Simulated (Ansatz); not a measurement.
The cluster Na6⁻. The state is a doublet with charge -1. Geometry B3LYP/def2-SVPD; atoms count from 1.

| atom | x (Å) | y (Å) | z (Å) |
| --- | --- | --- | --- |
| Na1 | 2.846 | 1.762 | 2.439 |
| Na2 | 1.634 | -0.986 | 0.474 |
| Na3 | -0.282 | 1.822 | 0.683 |
| Na4 | -3.442 | 2.079 | -1.000 |
| Na5 | 0.596 | -3.839 | -1.440 |
| Na6 | -1.351 | -0.837 | -1.158 |

The relaxed charge -1 doublet is spin-contaminated (final ⟨S²⟩ up to 0.88, 0.75 for a pure state). The structure comes from a short search, and lower isomers may exist.

Problem. Estimate the Mulliken populations from the PBE0/def2-TZVPD orbitals of Ansatz.

Solution. 
| atom | charge (e) | spin (α − β) |
| --- | --- | --- |
| Na1 | -0.31 | 0.29 |
| Na2 | -0.03 | 0.05 |
| Na3 | -0.03 | 0.05 |
| Na4 | -0.31 | 0.29 |
| Na5 | -0.31 | 0.29 |
| Na6 | -0.03 | 0.05 |
Mulliken values and Mayer orders depend strongly on the basis. With diffuse functions, as here, like atoms can get unlike values, and bond orders can come out too low or too high.

Problem. Where does the spin sit?

Solution. Summed by element: Na 1.00, of 1 unpaired in all. Largest on single atoms: Na5 0.29, Na4 0.29, Na1 0.29.

Problem. And the Mayer bond orders between bonded heavy atoms (over 0.3)?

Solution. Na1–Na2 0.41 (3.59 Å); Na1–Na3 0.41 (3.59 Å); Na2–Na3 0.31 (3.41 Å); Na2–Na5 0.41 (3.59 Å); Na2–Na6 0.31 (3.41 Å); Na3–Na4 0.41 (3.59 Å); Na3–Na6 0.31 (3.41 Å); Na4–Na6 0.41 (3.59 Å); Na5–Na6 0.41 (3.59 Å).
